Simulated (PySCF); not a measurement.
**Working out the ionisation energy of O+**

O+ [He] 2s2 2p3 (4S) → O(2+) [He] 2s2 2p2 (3P). Computed with PySCF 2.14 in aug-cc-pVDZ-DK (4s3p2d, 23 functions), with scalar relativity by spin-free X2C-1e. Frozen: 1s2. Energies in hartree (1 hartree = 27.21139 eV):

```tsv
part	O+ (lower)	O(2+) (upper)
UHF	-74.405878	-73.136229
CCSD correlation	-0.088218	-0.078975
(T)	-0.000786	-0.000658
```

Task: What does Hartree-Fock give?

Result: (-73.136229) − (-74.405878) = 1.269649 hartree = 34.549 eV.

Task: What do CCSD and CCSD(T) give?

Result: The CCSD correlation energies differ by 0.009243 hartree = 0.252 eV and the triples by 0.000128 hartree = 0.003 eV, so CCSD gives 34.801 eV and CCSD(T) 34.804 eV.

Reference: 35.121 eV (measured; NIST Atomic Spectra Database, ionization energies), between the lowest levels; spin-orbit coupling is absent from the calculation.

A double-zeta basis recovers only part of the correlation energy.

What remains against the reference includes basis incompleteness, the frozen core and higher excitations.
